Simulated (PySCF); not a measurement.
Computed IR spectrum (relative IR intensity) of a molecule C4H2F2O2. Geometry optimised at B3LYP-D3(BJ)/def2-SVP. The values are those of a single conformer. Calculation: B3LYP-D3(BJ)/def2-SVP (PySCF). Harmonic, unscaled wavenumbers; measured fundamentals usually lie a few per cent lower.

ν (cm⁻¹): 641 (vw), 687 (w), 728 (w), 1029 (w), 1173 (m), 1249 (m), 1364 (m), 1438 (m), 1498 (s), 1762 (vs), 1859 (m) (against the strongest line: vs over 80 %, s over 45 %, m over 15 %, w over 4 %, vw less)

Identify the compound among the candidates.
A) Oc1occ(F)c1F
B) O=C1COC(F)=C1F
C) O=C1OC=C(F)[C@H]1F
D) C#CC1OC(F)(F)O1

B, O=C1COC(F)=C1F
